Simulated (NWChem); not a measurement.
Molecule: C3H4F2Si; SMILES C(#C)[C@@H]([SiH2]F)F

```xyz
10

C      1.3608     2.2241    -0.0368
C      0.4112     1.4826    -0.1612
C     -0.6866     0.5450    -0.3203
F     -1.6091     0.6483     0.7084
Si    -0.0636    -1.2553    -0.4054
F      0.8433    -1.5784     0.8985
H      2.1985     2.8879     0.0764
H     -1.2114     0.7632    -1.2718
H     -1.2402    -2.1642    -0.3985
H      0.7733    -1.4183    -1.6243
```
Atoms are numbered in this order, from 1.

Level: PBE0/def2-SVP (NWChem), optimised geometry, unscaled harmonic frequencies. 

```
frequency (cm⁻¹)  IR intensity (km/mol)
----------------  ---------------------
59                                  1.9
107                                 1.3
157                                 1.6
234                                 3.0
302                                 8.2
463                                43.0
559                                11.7
627                                52.9
642                                10.5
673                                53.7
741                                16.4
753                                25.5
873                                24.9
929                               203.2
965                               138.2
1015                               44.6
1096                               83.6
1194                                5.9
1313                                9.4
2240                                3.6
2269                               83.4
2283                              127.4
3033                               10.6
3488                               79.1
```

| Quantity | Result |
|---|---|
| zero-point energy | 37.2 kcal/mol |
| thermal correction to the enthalpy at 298.15 K (with zero-point energy) | 42.3 kcal/mol |
| heat capacity Cv | 24.4 cal/(mol K) |
| entropy at 298.15 K and 1 atm (symmetry number 1) | 84.7 cal/(mol K) |
| dipole moment | 2.32 D |

Rigid rotor and harmonic oscillator; modes under 100 cm⁻¹ make the entropy uncertain.
